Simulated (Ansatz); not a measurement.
A nudged elastic band was laid between two geometries of GeH4Se (6 atoms, charge 0, multiplicity 1).

Theory: Ansatz 0.2.0, RKS PBE-D4/def2-SVP.

```json
{"movable images": "5", "climbing image": "yes", "spring": "5.0 eV/Å²", "optimiser": "quadratic models (default)", "start path": "through a guess of the saddle point", "force threshold": "0.05 eV/Å", "iteration limit": "60", "end points": "relaxed"}
```

Initial state:

```xyz
6
Properties=species:S:1:pos:R:3
Ge 1.286 0.694 0.300
H -0.810 -0.733 -1.704
Se -1.029 -0.473 -0.253
H 0.685 0.651 1.803
H 1.731 -0.858 0.441
H -1.863 0.718 -0.587
```

Final state:

```xyz
6
Properties=species:S:1:pos:R:3
Ge 0.600 -0.027 0.012
H 0.871 0.319 -1.476
Se -1.637 -0.777 0.311
H 0.895 1.211 0.900
H 1.474 -1.225 0.454
H -2.203 0.498 -0.200
```

Q: Which bonds break or form, and what moves?

A: Bonds broken: H2–Se3. Bonds formed: Ge1–H2.

Q: Give the energies along the band, and the barrier.

A: The run converged. The highest image is number 3 of 0 to 6, 0.35 eV above the first end and 1.76 eV above the last; the last end lies 1.41 eV below the first. A vibrational analysis at the climbing image gives one clearly imaginary mode, 404i cm⁻¹: a first-order saddle point. The orbitals stay closed-shell, which can raise the energy where a bond breaks towards radicals; this wasn't checked here.

```json
{"image": "0", "path coordinate (Å)": "0.00", "energy (eV)": "0.00", "H2–Se3 (Å)": "1.49", "Ge1–H2 (Å)": "3.23"}
{"image": "1", "path coordinate (Å)": "0.62", "energy (eV)": "0.05", "H2–Se3 (Å)": "1.48", "Ge1–H2 (Å)": "3.03"}
{"image": "2", "path coordinate (Å)": "1.24", "energy (eV)": "0.30", "H2–Se3 (Å)": "1.50", "Ge1–H2 (Å)": "2.39"}
{"image": "3", "path coordinate (Å)": "1.87", "energy (eV)": "0.35", "H2–Se3 (Å)": "1.77", "Ge1–H2 (Å)": "1.72"}
{"image": "4", "path coordinate (Å)": "2.39", "energy (eV)": "-0.13", "H2–Se3 (Å)": "2.28", "Ge1–H2 (Å)": "1.54"}
{"image": "5", "path coordinate (Å)": "2.91", "energy (eV)": "-1.15", "H2–Se3 (Å)": "2.82", "Ge1–H2 (Å)": "1.53"}
{"image": "6", "path coordinate (Å)": "3.43", "energy (eV)": "-1.41", "H2–Se3 (Å)": "3.27", "Ge1–H2 (Å)": "1.55"}
```

Q: What is the geometry of the highest image?

A: 
```xyz
6
Properties=species:S:1:pos:R:3
Ge 1.121 0.319 0.050
H -0.024 0.057 -1.204
Se -1.347 -0.819 -0.424
H 0.646 1.027 1.376
H 1.621 -1.088 0.560
H -2.017 0.504 -0.359
```

Q: What are the harmonic wavenumbers there?

A: 404i, 182, 234, 439, 526, 610, 893, 941, 1372, 1951, 1985, 2367 cm⁻¹.

Run time: 37 s on 2 threads of Intel(R) Xeon(R) Platinum 8488C (Sapphire Rapids), with other jobs on the host, peak memory 0.14 GiB.
